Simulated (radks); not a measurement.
Results of a calculation; reference values are marked as such.
The dysprosium ion Dy2+, 64 electrons, occupied as [Kr] 4d10 4f10 5s1 5p6 6p1 (not the ground configuration).

Code: a radial shooting solver on a logarithmic mesh with Libxc functionals. Model: scalar-relativistic Kohn-Sham, PBE, spin-polarised, spherical densities, point nucleus; open shells are filled with parallel spins first (spin-orbit coupling, left out, can overturn this in heavy ions).

Energy parts (hartree):
part                       energy
total                 -12154.7376
kinetic                13114.5369
electron-nucleus      -29697.5366
Hartree                 4690.7639
exchange-correlation    -262.5018

Orbitals (lengths in bohr, moments of r in powers of bohr; <r^-3> diverges for s and p1/2):
\begin{tabular}{lrrrrr}
orbital & occ. & eigenvalue (hartree) & <1/r> & <r^-3> & <r^4> \\ \hline
1s up & 1 & -1972.888 & 74.59 & - & 9.910e-07 \\
1s down & 1 & -1972.883 & 74.59 & - & 9.910e-07 \\
2s up & 1 & -329.1887 & 17.33 & - & 0.0001558 \\
2s down & 1 & -329.1848 & 17.33 & - & 0.0001558 \\
2p up & 3 & -292.1515 & 16.09 & 12810 & 0.0001175 \\
2p down & 3 & -292.1478 & 16.09 & 12810 & 0.0001174 \\
3s up & 1 & -73.90054 & 6.376 & - & 0.005960 \\
3s down & 1 & -73.83998 & 6.379 & - & 0.005947 \\
3p up & 3 & -62.53256 & 5.975 & 2723 & 0.006272 \\
3p down & 3 & -62.47206 & 5.979 & 2727 & 0.006256 \\
3d up & 5 & -47.91947 & 5.667 & 364.5 & 0.004963 \\
3d down & 5 & -47.87264 & 5.671 & 365.0 & 0.004944 \\
4s up & 1 & -15.30540 & 2.687 & - & 0.1465 \\
4s down & 1 & -15.17163 & 2.686 & - & 0.1464 \\
4p up & 3 & -11.56602 & 2.463 & 609.5 & 0.1934 \\
4p down & 3 & -11.43292 & 2.463 & 608.9 & 0.1932 \\
4d up & 5 & -6.47625 & 2.171 & 68.20 & 0.3053 \\
4d down & 5 & -6.34207 & 2.171 & 68.13 & 0.3057 \\
4f up & 7 & -0.95764 & 1.589 & 9.266 & 2.243 \\
4f down & 3 & -0.82796 & 1.570 & 9.098 & 2.692 \\
5s up & 1 & -2.62197 & 1.036 & - & 4.952 \\
5s down & 0 & -2.51614 & 1.024 & - & 5.195 \\
5p up & 3 & -1.71973 & 0.8781 & 83.84 & 9.525 \\
5p down & 3 & -1.63434 & 0.8620 & 79.85 & 10.19 \\
6p up & 1 & -0.47562 & 0.3219 & 11.23 & 410.3 \\
6p down & 0 & -0.42561 & 0.3312 & 12.29 & 386.1 \\
\end{tabular}

The highest occupied level is 6p up at -12.942 eV. The configuration is held as typed, so some empty levels lie below it. Spin moment in Bohr magnetons: 6. Summed over all electrons, <r^2> = 51.42 bohr^2, which gives a Langevin (diamagnetic) susceptibility term of -40.7 x 10^-6 cm^3/mol.
